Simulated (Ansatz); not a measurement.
GaCl2(SiH3) (GaSiH3Cl2), 7 atoms. Hardware: 4 threads of Arm Neoverse V1 on a shared host.

Correlated methods freeze 24 core orbitals; core or outer-core shells of Ga are correlated, in sets that lack core-valence functions.

How many basis functions does each of these Ansatz runs have, and roughly what does it cost? PBE-D4/def2-TZVP, charge 0 singlet, energy, from earlier orbitals; PBE0-D4/def2-TZVP, charge 0 triplet at the geometry of the charge 0 singlet, energy; RPA@PBE/def2-TZVP, charge 0 singlet, energy, from earlier orbitals; PBE-D4/def2-SVP, charge 0 singlet, energy, from earlier orbitals; LDA (SPW92)/def2-TZVP, charge 0 singlet, energy, from earlier orbitals; B97M-V/def2-TZVP, charge 0 singlet, energy, from earlier orbitals; HF/def2-TZVP, charge 0 singlet, energy, from earlier orbitals; PBE-D4/def2-TZVP, charge 1 doublet at the geometry of the charge 0 singlet, energy, from earlier orbitals; B3LYP-D4/def2-TZVP, charge 0 singlet, energy, from earlier orbitals; r2SCAN-D4/def2-TZVP, charge 0 triplet at the geometry of the charge 0 singlet, energy, from earlier orbitals; PBE0-D4/def2-TZVP, charge 0 singlet, energy, from earlier orbitals; BHLYP-D4/def2-TZVP, charge 0 singlet, energy, from earlier orbitals.

Other jobs shared the machine, so times can vary by a factor of up to 3. A dash marks memory too small to be measured apart from the calling script's.

| run | functions | fitting or Cholesky vectors | wall time | peak host memory (GiB) |
| --- | --- | --- | --- | --- |
| LDA (SPW92)/def2-TZVP, charge 0 singlet, energy, from earlier orbitals | 177 | 1264 | 0.85 s | – |
| PBE-D4/def2-SVP, charge 0 singlet, energy, from earlier orbitals | 101 | 1115 | 0.9 s | – |
| PBE-D4/def2-TZVP, charge 0 singlet, energy, from earlier orbitals | 177 | 1264 | 1.4 s | – |
| HF/def2-TZVP, charge 0 singlet, energy, from earlier orbitals | 177 | 1566 | 1.6 s | – |
| B3LYP-D4/def2-TZVP, charge 0 singlet, energy, from earlier orbitals | 177 | 1322 | 2.2 s | – |
| PBE0-D4/def2-TZVP, charge 0 singlet, energy, from earlier orbitals | 177 | 1349 | 2.2 s | – |
| BHLYP-D4/def2-TZVP, charge 0 singlet, energy, from earlier orbitals | 177 | 1441 | 2.9 s | – |
| RPA@PBE/def2-TZVP, charge 0 singlet, energy, from earlier orbitals | 177 | 1122 | 3.4 s | – |
| PBE-D4/def2-TZVP, charge 1 doublet at the geometry of the charge 0 singlet, energy, from earlier orbitals | 177 | 1264 | 3.5 s | – |
| B97M-V/def2-TZVP, charge 0 singlet, energy, from earlier orbitals | 177 | 1264 | 6 s | – |
| PBE0-D4/def2-TZVP, charge 0 triplet at the geometry of the charge 0 singlet, energy | 177 | 1349 | 7.5 s | 0.74 |
| r2SCAN-D4/def2-TZVP, charge 0 triplet at the geometry of the charge 0 singlet, energy, from earlier orbitals | 177 | 1264 | 9 s | – |
